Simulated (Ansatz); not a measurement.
`c1coc(-c2ccc(-c3ccc(-c4ccc(-c5ccco5)o4)o3)o2)c1` with charge +1. Total charge 1; doublet. Geometry PBE-D4/def2-SVP, that of the neutral singlet.

Cartesian coordinates in Å:
```
C 1.112 -5.071 -5.893
C 1.240 -4.100 -6.860
O 1.113 -2.858 -6.310
C 0.900 -3.030 -4.968
C 0.736 -1.841 -4.180
C 0.748 -0.489 -4.496
C 0.528 0.210 -3.277
C 0.395 -0.757 -2.288
C 0.162 -0.681 -0.878
C 0.026 -1.639 0.120
C -0.192 -0.928 1.332
C -0.178 0.422 1.004
C -0.338 1.618 1.774
C -0.323 2.968 1.439
C -0.541 3.680 2.650
C -0.676 2.726 3.652
C -0.909 2.830 5.068
C -1.077 3.919 5.913
C -1.275 3.380 7.222
C -1.214 2.011 7.087
O -0.993 1.668 5.787
O -0.552 1.472 3.117
O 0.038 0.574 -0.341
O 0.521 -2.007 -2.837
C 0.889 -4.382 -4.659
H 1.171 -6.154 -6.047
H 1.416 -4.124 -7.939
H 0.899 -0.069 -5.495
H 0.470 1.292 -3.122
H 0.081 -2.722 -0.024
H -0.344 -1.339 2.336
H -0.172 3.377 0.435
H -0.595 4.766 2.782
H -1.060 4.975 5.621
H -1.441 3.938 8.150
H -1.304 1.177 7.789
H 0.740 -4.812 -3.664
```

Single mean-field runs in def2-TZVP are fitted with def2-universal-jkfit.

Question: Estimate the α-spin orbital energies around the gap (eV) in Ansatz with PBE-D4/def2-TZVP, PBE0-D4/def2-TZVP.

Answer: 
```json
{"orbital": "HOMO−5", "PBE-D4/def2-TZVP": "-10.23", "PBE0-D4/def2-TZVP": "-11.46"}
{"orbital": "HOMO−4", "PBE-D4/def2-TZVP": "-10.00", "PBE0-D4/def2-TZVP": "-11.20"}
{"orbital": "HOMO−3", "PBE-D4/def2-TZVP": "-9.92", "PBE0-D4/def2-TZVP": "-11.07"}
{"orbital": "HOMO−2", "PBE-D4/def2-TZVP": "-9.26", "PBE0-D4/def2-TZVP": "-10.29"}
{"orbital": "HOMO−1", "PBE-D4/def2-TZVP": "-8.35", "PBE0-D4/def2-TZVP": "-9.22"}
{"orbital": "HOMO", "PBE-D4/def2-TZVP": "-7.72", "PBE0-D4/def2-TZVP": "-8.53"}
{"orbital": "LUMO", "PBE-D4/def2-TZVP": "-5.78", "PBE0-D4/def2-TZVP": "-5.21"}
{"orbital": "LUMO+1", "PBE-D4/def2-TZVP": "-5.07", "PBE0-D4/def2-TZVP": "-4.32"}
{"orbital": "LUMO+2", "PBE-D4/def2-TZVP": "-4.40", "PBE0-D4/def2-TZVP": "-3.53"}
{"orbital": "LUMO+3", "PBE-D4/def2-TZVP": "-3.82", "PBE0-D4/def2-TZVP": "-2.88"}
{"orbital": "LUMO+4", "PBE-D4/def2-TZVP": "-3.03", "PBE0-D4/def2-TZVP": "-1.93"}
{"orbital": "LUMO+5", "PBE-D4/def2-TZVP": "-2.93", "PBE0-D4/def2-TZVP": "-1.81"}
{"orbital": "β HOMO", "PBE-D4/def2-TZVP": "-8.19", "PBE0-D4/def2-TZVP": "-8.75"}
{"orbital": "β LUMO", "PBE-D4/def2-TZVP": "-7.50", "PBE0-D4/def2-TZVP": "-7.17"}
```
